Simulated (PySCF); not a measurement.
C5H5N, SMILES C(=C)=C(C#C)N. Atoms are numbered in the order given.

```xyz
11

C     -1.4957     1.8140     0.8570
C     -0.8909     0.8468     0.4432
C     -0.1953    -0.3213    -0.0202
N     -0.9691    -1.4941    -0.1443
C      1.0894    -0.2309    -0.3488
C      2.3377    -0.1285    -0.7253
H     -2.0221     2.6784     1.2148
H     -1.6397    -1.6076     0.6116
H     -0.4087    -2.3326    -0.2668
H      2.6133     0.0859    -1.7675
H      3.1698    -0.2454    -0.0173
```
Charge 0, spin multiplicity 1.

Geometry: B3LYP-D3(BJ)/def2-SVP. The structure was generated by enumeration, and PubChem lists no compound with its InChIKey, so it may never have been made. One conformer was computed; it need not be the lowest.

These are PBE0/def2-TZVP run with PySCF values and carry that method's errors.

Gas-phase values at a fixed geometry.

```
Property                                                                                                        Result
---------------------------------------------------------------------------------------------  -----------------------
total energy                                                                                        -247.94110 hartree
highest occupied level                                                                                        -6.14 eV
lowest empty level                                                                                            -0.43 eV
orbital gap                                                                                                    5.70 eV
dipole moment                                                                                                   1.30 D
quadrupole, principal values (traceless, Buckingham form, about the centre of nuclear charge)    -9.16, 2.52, 6.64 D·Å
mean static polarisability                                                                       72.5 bohr³ (10.74 Å³)
polarisability, principal values                                                               40.8, 64.2, 112.5 bohr³
```
